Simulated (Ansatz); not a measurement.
Geometry optimisation, RKS B3LYP/6-31G* in Ansatz.

Input:

```yaml
crystal:
  periodic: [false, false, false]
  atoms:
    - { symbol: B, position_ang: [0.0, 0.0, 0.0] }
    - { symbol: O, position_ang: [0.0, 0.0, 1.76] }
    - { symbol: H, position_ang: [-0.9095, -0.2814, 2.0971] }
    - { symbol: H, position_ang: [1.0305, 0.0, -0.595] }
    - { symbol: H, position_ang: [-1.0305, 0.0, -0.595] }
    - { symbol: O, position_ang: [0.0766, 1.621, 0.5392] }
    - { symbol: Al, position_ang: [0.7098, 2.1426, 2.1189] }
    - { symbol: H, position_ang: [1.2046, 1.0815, 3.1499] }
    - { symbol: H, position_ang: [0.7698, 3.6608, 2.4724] }
    - { symbol: H, position_ang: [0.0506, 1.0697, 1.5173] }
basis:
  gaussian: { orbitals: "6-31G*" }
hamiltonian:
  xc: b3lyp
relax:
  f_tol: 0.15
  max_steps: 25
  restrain:
    - { distance: [0, 5], at: 1.41, k: 30.0 }
    - { distance: [9, 1], at: 1.01, k: 30.0 }
    - { distance: [0, 1], at: 2.61, k: 30.0 }
    - { distance: [9, 5], at: 2.21, k: 30.0 }
```

Command:

```bash
$ ansatz run input.yaml --threads 1 --pin off --max-ram 2048MiB --backend cpu --events-out ev --progress --plain --runs-dir out
```

Question: Where does it end, and by what steps?

Answer: The run converged. The restraints hold the end off the free minimum. After 17 steps the energy has fallen by 5.447 eV (the restraints' own energy left out); H9 moved furthest, 1.59 Å. Parted: Al7–H10 (1.40 → 3.36 Å).

```json
{"step": "0", "energy less start (eV)": "0.0000", "largest force component (eV/Å)": "7.340", "accepted": "yes"}
{"step": "1", "energy less start (eV)": "-1.2711", "largest force component (eV/Å)": "5.116", "accepted": "yes"}
{"step": "2", "energy less start (eV)": "-2.1755", "largest force component (eV/Å)": "4.458", "accepted": "yes"}
{"step": "3", "energy less start (eV)": "-3.0206", "largest force component (eV/Å)": "3.119", "accepted": "yes"}
{"step": "4", "energy less start (eV)": "-4.0640", "largest force component (eV/Å)": "2.553", "accepted": "yes"}
{"step": "5", "energy less start (eV)": "-4.8381", "largest force component (eV/Å)": "1.389", "accepted": "yes"}
{"step": "6", "energy less start (eV)": "-5.0838", "largest force component (eV/Å)": "1.368", "accepted": "yes"}
{"step": "7", "energy less start (eV)": "-5.2317", "largest force component (eV/Å)": "1.061", "accepted": "yes"}
{"step": "8", "energy less start (eV)": "-5.2931", "largest force component (eV/Å)": "1.179", "accepted": "yes"}
{"step": "9", "energy less start (eV)": "-5.3557", "largest force component (eV/Å)": "1.033", "accepted": "yes"}
{"step": "10", "energy less start (eV)": "-5.3864", "largest force component (eV/Å)": "0.809", "accepted": "yes"}
{"step": "11", "energy less start (eV)": "-5.4080", "largest force component (eV/Å)": "0.689", "accepted": "yes"}
{"step": "12", "energy less start (eV)": "-5.3880", "largest force component (eV/Å)": "1.396", "accepted": "no"}
{"step": "13", "energy less start (eV)": "-5.4154", "largest force component (eV/Å)": "0.712", "accepted": "yes"}
{"step": "14", "energy less start (eV)": "-5.4174", "largest force component (eV/Å)": "0.854", "accepted": "yes"}
{"step": "15", "energy less start (eV)": "-5.4178", "largest force component (eV/Å)": "1.024", "accepted": "yes"}
{"step": "16", "energy less start (eV)": "-5.4444", "largest force component (eV/Å)": "0.739", "accepted": "yes"}
{"step": "17", "energy less start (eV)": "-5.4472", "largest force component (eV/Å)": "0.740", "accepted": "yes"}
```

```xyz
10
Properties=species:S:1:pos:R:3
B -0.039 0.725 0.026
O -0.373 -1.206 1.746
H -1.309 -1.367 1.552
H 0.876 0.292 -0.618
H -1.178 0.564 -0.314
O 0.215 1.544 1.112
Al 1.138 2.685 1.995
H 1.200 2.435 3.565
H 1.738 3.936 1.237
H -0.367 -0.314 2.164
```

The run took 23 s on 1 thread of AMD EPYC 9R45 96-Core Processor (Zen 5) (shared host), peak memory 0.17 GiB.
